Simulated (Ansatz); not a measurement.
Ansatz (an electronic-structure program) input file for C₃H₈MgO, SMILES C[O][Mg][CH2]C, PBE0-D3(BJ)/def2-SVP. 

Ansatz 0.2 input:
```yaml
crystal:
  periodic: [false, false, false]
  atoms:
    - {symbol: Mg, position_ang: [0.99000374, -0.51655399, 0.03256913]}
    - {symbol: C, position_ang: [-0.34122501, -1.44052043, 1.35319389]}
    - {symbol: C, position_ang: [-1.68433554, -0.75253157, 1.26334546]}
    - {symbol: H, position_ang: [0.06017627, -1.36626976, 2.36211440]}
    - {symbol: H, position_ang: [-0.42979708, -2.49188755, 1.08628634]}
    - {symbol: H, position_ang: [-2.09317929, -0.82619718, 0.25539036]}
    - {symbol: H, position_ang: [-1.59827379, 0.30363244, 1.51981219]}
    - {symbol: H, position_ang: [-2.39429059, -1.21557910, 1.95507681]}
    - {symbol: O, position_ang: [0.63145248, 0.83471269, -0.93968307]}
    - {symbol: C, position_ang: [0.22400565, 1.92828831, -1.68061467]}
    - {symbol: H, position_ang: [-0.10332665, 2.74517813, -1.02320261]}
    - {symbol: H, position_ang: [1.04944970, 2.29821138, -2.30409794]}
    - {symbol: H, position_ang: [-0.61309387, 1.66244011, -2.34029255]}
basis:
  gaussian:
    orbitals: def2-SVP
hamiltonian:
  xc: pbe0
  dispersion: d3bj
relax: {f_tol: 0.002, max_steps: 200}
```

Output:

```
[...]
1226 factors; integrals over basis functions are off by at most 3.9e-4 eV
mean field: 0.46 GiB planned
mean field -10718.40161126 eV, -393.8939940203 hartree, gradient 2.5e-5 eV, S^2 0.000000; 0 other end points of the search recorded, 0 dependent functions left out
the calculation of the forces begins
reference -10718.40164601 eV, -393.8939952972 hartree; 23, 23 occupied and 91, 91 virtual orbitals, 1226 factors
relax step   3: F+E_penalty+E_count = -10718.58858779 eV  Δ(F+E_penalty+E_count) = -1.123e-1 eV  max|allowed force component| = 2.667e-1 eV/Å  Δτ_max = 0.1902 Å  (30 SCF iters, accepted)
these checks for a lower state are left out or cut short: starts, cluster_reference, orbital_swaps, neighbouring_geometries, increment
integrals: 0.07 GiB planned
1226 factors; integrals over basis functions are off by at most 3.8e-4 eV
mean field: 0.45 GiB planned
mean field evaluation 32: about -10718.2477 eV, gradient 7.5e0 eV
mean field -10718.46580409 eV, -393.8963530634 hartree, gradient 8.8e-6 eV, S^2 0.000000; 0 other end points of the search recorded, 0 dependent functions left out
the calculation of the forces begins
reference -10718.46583925 eV, -393.8963543554 hartree; 23, 23 occupied and 91, 91 virtual orbitals, 1226 factors
relax step   4: F+E_penalty+E_count = -10718.64983600 eV  Δ(F+E_penalty+E_count) = -6.125e-2 eV  max|allowed force component| = 1.870e-1 eV/Å  Δτ_max = 0.1976 Å  (30 SCF iters, accepted)
these checks for a lower state are left out or cut short: starts, cluster_reference, orbital_swaps, neighbouring_geometries, increment
integrals: 0.07 GiB planned
1226 factors; integrals over basis functions are off by at most 3.8e-4 eV
mean field: 0.45 GiB planned
mean field -10718.51739548 eV, -393.8982490117 hartree, gradient 2.1e-5 eV, S^2 0.000000; 0 other end points of the search recorded, 0 dependent functions left out
the calculation of the forces begins
reference -10718.51743088 eV, -393.8982503129 hartree; 23, 23 occupied and 91, 91 virtual orbitals, 1226 factors
relax step   5: F+E_penalty+E_count = -10718.69939373 eV  Δ(F+E_penalty+E_count) = -4.956e-2 eV  max|allowed force component| = 2.873e-1 eV/Å  Δτ_max = 0.1967 Å  (29 SCF iters, accepted)
these checks for a lower state are left out or cut short: starts, cluster_reference, orbital_swaps, neighbouring_geometries, increment
integrals: 0.07 GiB planned
1226 factors; integrals over basis functions are off by at most 3.7e-4 eV
mean field: 0.45 GiB planned
mean field -10718.55621397 eV, -393.8996755651 hartree, gradient 7.5e-6 eV, S^2 0.000000; 0 other end points of the search recorded, 0 dependent functions left out
the calculation of the forces begins
reference -10718.55624944 eV, -393.8996768684 hartree; 23, 23 occupied and 91, 91 virtual orbitals, 1226 factors
relax step   6: F+E_penalty+E_count = -10718.73655305 eV  Δ(F+E_penalty+E_count) = -3.716e-2 eV  max|allowed force component| = 3.529e-1 eV/Å  Δτ_max = 0.1978 Å  (29 SCF iters, accepted)
these checks for a lower state are left out or cut short: starts, cluster_reference, orbital_swaps, neighbouring_geometries, increment
integrals: 0.07 GiB planned
1226 factors; integrals over basis functions are off by at most 3.7e-4 eV
mean field: 0.45 GiB planned
mean field -10718.57930678 eV, -393.9005242102 hartree, gradient 8.2e-6 eV, S^2 0.000000; 0 other end points of the search recorded, 0 dependent functions left out
the calculation of the forces begins
reference -10718.57934227 eV, -393.9005255143 hartree; 23, 23 occupied and 91, 91 virtual orbitals, 1226 factors
relax step   7: F+E_penalty+E_count = -10718.75793814 eV  Δ(F+E_penalty+E_count) = -2.139e-2 eV  max|allowed force component| = 4.510e-1 eV/Å  Δτ_max = 0.1948 Å  (28 SCF iters, accepted)
these checks for a lower state are left out or cut short: starts, cluster_reference, orbital_swaps, neighbouring_geometries, increment
integrals: 0.07 GiB planned
1226 factors; integrals over basis functions are off by at most 3.7e-4 eV
mean field: 0.45 GiB planned
mean field evaluation 64: about -10718.5921 eV, gradient 7.8e-4 eV
mean field -10718.59206548 eV, -393.9009930838 hartree, gradient 8.0e-6 eV, S^2 0.000000; 0 other end points of the search recorded, 0 dependent functions left out
the calculation of the forces begins
reference -10718.59210102 eV, -393.9009943899 hartree; 23, 23 occupied and 91, 91 virtual orbitals, 1226 factors
relax step   8: F+E_penalty+E_count = -10718.77018055 eV  Δ(F+E_penalty+E_count) = -1.224e-2 eV  max|allowed force component| = 3.642e-1 eV/Å  Δτ_max = 0.1174 Å  (31 SCF iters, accepted)
these checks for a lower state are left out or cut short: starts, cluster_reference, orbital_swaps, neighbouring_geometries, increment
integrals: 0.07 GiB planned
1226 factors; integrals over basis functions are off by at most 3.7e-4 eV
mean field: 0.45 GiB planned
mean field -10718.60061111 eV, -393.9013071298 hartree, gradient 2.6e-5 eV, S^2 0.000000; 0 other end points of the search recorded, 0 dependent functions left out
the calculation of the forces begins
reference -10718.60064659 eV, -393.9013084339 hartree; 23, 23 occupied and 91, 91 virtual orbitals, 1226 factors
relax step   9: F+E_penalty+E_count = -10718.77822574 eV  Δ(F+E_penalty+E_count) = -8.045e-3 eV  max|allowed force component| = 2.201e-1 eV/Å  Δτ_max = 0.0956 Å  (30 SCF iters, accepted)
these checks for a lower state are left out or cut short: starts, cluster_reference, orbital_swaps, neighbouring_geometries, increment
integrals: 0.07 GiB planned
1226 factors; integrals over basis functions are off by at most 3.6e-4 eV
mean field: 0.45 GiB planned
mean field -10718.60423409 eV, -393.9014402720 hartree, gradient 2.6e-5 eV, S^2 0.000000; 0 other end points of the search recorded, 0 dependent functions left out
the calculation of the forces begins
reference -10718.60426953 eV, -393.9014415742 hartree; 23, 23 occupied and 91, 91 virtual orbitals, 1226 factors
relax step  10: F+E_penalty+E_count = -10718.78189130 eV  Δ(F+E_penalty+E_count) = -3.666e-3 eV  max|allowed force component| = 1.047e-1 eV/Å  Δτ_max = 0.0520 Å  (29 SCF iters, accepted)
these checks for a lower state are left out or cut short: starts, cluster_reference, orbital_swaps, neighbouring_geometries, increment
integrals: 0.07 GiB planned
1226 factors; integrals over basis functions are off by at most 3.6e-4 eV
mean field: 0.45 GiB planned
mean field -10718.60778526 eV, -393.9015707750 hartree, gradient 2.6e-5 eV, S^2 0.000000; 0 other end points of the search recorded, 0 dependent functions left out
the calculation of the forces begins
reference -10718.60782060 eV, -393.9015720739 hartree; 23, 23 occupied and 91, 91 virtual orbitals, 1226 factors
relax step  11: F+E_penalty+E_count = -10718.78548938 eV  Δ(F+E_penalty+E_count) = -3.598e-3 eV  max|allowed force component| = 2.336e-2 eV/Å  Δτ_max = 0.0835 Å  (30 SCF iters, accepted)
these checks for a lower state are left out or cut short: starts, cluster_reference, orbital_swaps, neighbouring_geometries, increment
integrals: 0.07 GiB planned
1226 factors; integrals over basis functions are off by at most 3.6e-4 eV
mean field: 0.45 GiB planned
mean field -10718.60817379 eV, -393.9015850534 hartree, gradient 2.6e-5 eV, S^2 0.000000; 0 other end points of the search recorded, 0 dependent functions left out
the calculation of the forces begins
reference -10718.60820914 eV, -393.9015863521 hartree; 23, 23 occupied and 91, 91 virtual orbitals, 1226 factors
relax step  12: F+E_penalty+E_count = -10718.78584107 eV  Δ(F+E_penalty+E_count) = -3.517e-4 eV  max|allowed force component| = 7.858e-3 eV/Å  Δτ_max = 0.0256 Å  (31 SCF iters, accepted)
these checks for a lower state are left out or cut short: starts, cluster_reference, orbital_swaps, neighbouring_geometries, increment
integrals: 0.07 GiB planned
1226 factors; integrals over basis functions are off by at most 3.6e-4 eV
mean field: 0.45 GiB planned
mean field evaluation 96: about -10718.5471 eV, gradient 5.8e-3 eV
mean field -10718.60834356 eV, -393.9015912923 hartree, gradient 2.6e-5 eV, S^2 0.000000; 0 other end points of the search recorded, 0 dependent functions left out
the calculation of the forces begins
reference -10718.60837891 eV, -393.9015925912 hartree; 23, 23 occupied and 91, 91 virtual orbitals, 1226 factors
relax step  13: F+E_penalty+E_count = -10718.78593803 eV  Δ(F+E_penalty+E_count) = -9.695e-5 eV  max|allowed force component| = 2.080e-2 eV/Å  Δτ_max = 0.0221 Å  (31 SCF iters, accepted)
these checks for a lower state are left out or cut short: starts, cluster_reference, orbital_swaps, neighbouring_geometries, increment
integrals: 0.07 GiB planned
1226 factors; integrals over basis functions are off by at most 3.6e-4 eV
mean field: 0.45 GiB planned
mean field -10718.60832575 eV, -393.9015906377 hartree, gradient 2.2e-5 eV, S^2 0.000000; 0 other end points of the search recorded, 0 dependent functions left out
the calculation of the forces begins
reference -10718.60836110 eV, -393.9015919368 hartree; 23, 23 occupied and 91, 91 virtual orbitals, 1226 factors
relax step  14: F+E_penalty+E_count = -10718.78591575 eV  Δ(F+E_penalty+E_count) = +2.228e-5 eV  max|allowed force component| = 2.665e-2 eV/Å  Δτ_max = 0.0079 Å  (22 SCF iters, rejected (line search))
these checks for a lower state are left out or cut short: starts, cluster_reference, orbital_swaps, neighbouring_geometries, increment
integrals: 0.07 GiB planned
1226 factors; integrals over basis functions are off by at most 3.6e-4 eV
mean field: 0.45 GiB planned
mean field -10718.60836615 eV, -393.9015921222 hartree, gradient 7.5e-6 eV, S^2 0.000000; 0 other end points of the search recorded, 0 dependent functions left out
the calculation of the forces begins
reference -10718.60840149 eV, -393.9015934211 hartree; 23, 23 occupied and 91, 91 virtual orbitals, 1226 factors
relax step  15: F+E_penalty+E_count = -10718.78596938 eV  Δ(F+E_penalty+E_count) = -3.135e-5 eV  max|allowed force component| = 4.970e-4 eV/Å  Δτ_max = 0.0017 Å  (24 SCF iters, accepted)
integrals: 0.07 GiB planned
1226 factors; integrals over basis functions are off by at most 3.6e-4 eV
mean field: 0.45 GiB planned
mean field evaluation 128: about -10718.6084 eV, gradient 3.0e-4 eV
mean field -10718.60836615 eV, -393.9015921222 hartree, gradient 7.5e-6 eV, S^2 0.000000; 1 other end points of the search recorded, 0 dependent functions left out
the calculation of the forces begins
reference -10718.60840149 eV, -393.9015934211 hartree; 23, 23 occupied and 91, 91 virtual orbitals, 1226 factors
Total energy: -10718.78600472 eV, -393.9081202194 hartree
Atom 0 at    -0.042027     0.103255    -0.054340 Å, force    -0.000354     0.000497    -0.000448 eV/Å
Atom 1 at    -0.538898    -1.364147     1.363676 Å, force     0.000041     0.000003    -0.000085 eV/Å
Atom 2 at    -1.980311    -1.350956     1.877415 Å, force    -0.000222     0.000039     0.000275 eV/Å
Atom 3 at     0.162219    -1.264206     2.213012 Å, force     0.000031    -0.000252     0.000031 eV/Å
Atom 4 at    -0.307433    -2.351758     0.923252 Å, force     0.000223     0.000095     0.000098 eV/Å
Atom 5 at    -2.714181    -1.495611     1.066861 Å, force    -0.000031     0.000049     0.000045 eV/Å
Atom 6 at    -2.240306    -0.398052     2.368199 Å, force    -0.000144    -0.000094     0.000015 eV/Å
Atom 7 at    -2.173740    -2.146932     2.619183 Å, force     0.000240     0.000050    -0.000166 eV/Å
Atom 8 at     0.382459     1.345639    -1.256294 Å, force     0.000320    -0.000291     0.000089 eV/Å
Atom 9 at     0.711552     2.300967    -2.181726 Å, force    -0.000303     0.000048     0.000029 eV/Å
Atom 10 at     0.589860     3.330442    -1.786341 Å, force     0.000240    -0.000066     0.000005 eV/Å
Atom 11 at     1.765125     2.216075    -2.518994 Å, force    -0.000303     0.000005     0.000119 eV/Å
Atom 12 at     0.083247     2.238206    -3.094006 Å, force     0.000261    -0.000082    -0.000007 eV/Å
Dipole moment:    -0.003101    -0.081972     0.070243 e Å
```

The run converged.
